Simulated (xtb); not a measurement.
xtb input (GFN1-xTB):

```bash
xtb mol.xyz --gfn 1 --opt tight --chrg 0 --uhf 0
```
mol.xyz:
```
3

Zn     0.00000000     0.00000000     0.00000000
Cl     0.00000000     0.00000000     2.09825127
Cl    -0.00000000    -0.00000000    -2.09825127
```

End of the output:

```
         :::::::::::::::::::::::::::::::::::::::::::::::::::::
         ::                     SUMMARY                     ::
         :::::::::::::::::::::::::::::::::::::::::::::::::::::
         :: total energy              -9.379966408604 Eh    ::
         :: gradient norm              0.000231068428 Eh/a0 ::
         :: HOMO-LUMO gap              5.451497646898 eV    ::
         ::.................................................::
         :: SCC energy                -9.394251706328 Eh    ::
         :: -> electrostatic           0.012424746009 Eh    ::
         :: repulsion energy           0.015203211377 Eh    ::
         :: dispersion energy         -0.000917913653 Eh    ::
         :: halogen bond corr.         0.000000000000 Eh    ::
         :: add. restraining           0.000000000000 Eh    ::
         :: total charge              -0.000000000000 e     ::
         :::::::::::::::::::::::::::::::::::::::::::::::::::::

           -------------------------------------------------
          |                Property Printout                |
           -------------------------------------------------

    * Orbital Energies and Occupations

         #    Occupation            Energy/Eh            Energy/eV
      -------------------------------------------------------------
         1        2.0000           -0.9087111             -24.7273
         2        2.0000           -0.8973252             -24.4175
         3        2.0000           -0.5333630             -14.5135
         4        2.0000           -0.4885774             -13.2949
         5        2.0000           -0.4885774             -13.2949
         6        2.0000           -0.4746883             -12.9169
         7        2.0000           -0.4722576             -12.8508
         8        2.0000           -0.4722576             -12.8508 (HOMO)
         9                         -0.2719188              -7.3993 (LUMO)
        10                         -0.1578248              -4.2946
        11                         -0.1578248              -4.2946
        12                         -0.0362510              -0.9864
        13                         -0.0362510              -0.9864
        14                         -0.0362201              -0.9856
        15                         -0.0362201              -0.9856
        16                         -0.0360443              -0.9808
        17                         -0.0360443              -0.9808
        18                         -0.0358979              -0.9768
        19                         -0.0155539              -0.4232
       ...                                ...                  ...
        22                          0.3222829               8.7698
      -------------------------------------------------------------
                  HL-Gap            0.2003389 Eh            5.4515 eV
             Fermi-level           -0.3720882 Eh          -10.1250 eV

  Mulliken/CM5 charges         n(s)   n(p)   n(d)
     1Zn    0.53916  0.66251   0.816  0.645  0.000
     2Cl   -0.26958 -0.33125   1.914  5.359 -0.003
     3Cl   -0.26958 -0.33125   1.914  5.359 -0.003

Wiberg/Mayer (AO) data.
largest (>0.10) Wiberg bond orders for each atom

 ---------------------------------------------------------------------------
     #   Z sym  total        # sym  WBO       # sym  WBO       # sym  WBO
 ---------------------------------------------------------------------------
     1  30 Zn   2.117 --     2 Cl   1.059     3 Cl   1.059
     2  17 Cl   1.226 --     1 Zn   1.059     3 Cl   0.167
     3  17 Cl   1.226 --     1 Zn   1.059     2 Cl   0.167
 ---------------------------------------------------------------------------

Topologies differ in total number of bonds
Writing topology from bond orders to xtbtopo.mol

 dipole moment from electron density (au)
     X       Y       Z
   0.0000   0.0000   0.0000  total (Debye):    0.000

           -------------------------------------------------
Note: The following floating-point exceptions are signalling: IEEE_UNDERFLOW_FLAG IEEE_DENORMAL
normal termination of xtb
          |                Geometry Summary                 |
           -------------------------------------------------

      molecular mass/u    :      136.2836577
   center of mass at/Å    :       -0.0000000      -0.0000000       0.0000000
  moments of inertia/u·Å² :        0.1507135E-28   0.3029922E+03   0.3029922E+03
rotational constants/cm⁻¹ :        0.1118522E+31   0.5563719E-01   0.5563719E-01

 * 2 selected distances

     #   Z          #   Z                                           value/Å
     1  30 Zn       2  17 Cl                                      2.0671624 (min)
     1  30 Zn       3  17 Cl                                      2.0671624 (max)

 * 1 distinct bonds (by element types)

   Z      Z             #   av. dist./Å        max./Å        min./Å
  17 Cl  30 Zn          2     2.0671624     2.0671624     2.0671624

optimized geometry written to: xtbopt.xyz

           -------------------------------------------------
          | TOTAL ENERGY               -9.379966408604 Eh   |
          | GRADIENT NORM               0.000231068428 Eh/α |
          | HOMO-LUMO GAP               5.451497646898 eV   |
           -------------------------------------------------

------------------------------------------------------------------------
------------------------------------------------------------------------
 total:
 SCF:
 ANC optimizer:
```
